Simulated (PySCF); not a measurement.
H2S2, SMILES SS. Heavy atoms are numbered as in [SH:1][SH:2]. Hydrogens are named by the atom that carries them.

The structure is a stationary point at B3LYP-D3(BJ)/def2-TZVP.

All values below come from PBE/pcSseg-2 (PySCF).

GIAO shieldings, no solvent; atoms alike by connectivity are averaged. δ = σ(ref) − σ: ³³S against H2S (σ = 705.0 ppm); ¹H against TMS (σ = 31.47 ppm), references at their B3LYP-D3(BJ)/def2-TZVP geometries, non-relativistic.

```
nucleus    atoms  count  δ (ppm)
-------  -------  -----  -------
³³S      S1 (SH)      2    143.4
¹H       H on S1      2     3.34
```
